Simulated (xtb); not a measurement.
A geometry relaxed with GFN2-xTB run with xtb, charge 0, multiplicity 1:

```xyz
10

C      1.1973    -0.4271     0.1295
N      1.7846     0.6863     0.1120
H      1.8220    -1.3119     0.2146
H     -2.1194    -0.1158     0.2024
N     -0.1360    -0.7135     0.1009
C     -1.1557     0.2877    -0.1015
H      1.1746     1.4957     0.0282
H     -0.9375     1.1593     0.5170
H     -0.4095    -1.6694    -0.0550
H     -1.2205     0.6088    -1.1479
```

**Question.** Write the SMILES of this molecule.

**Answer.** `[H]/N=C\NC`
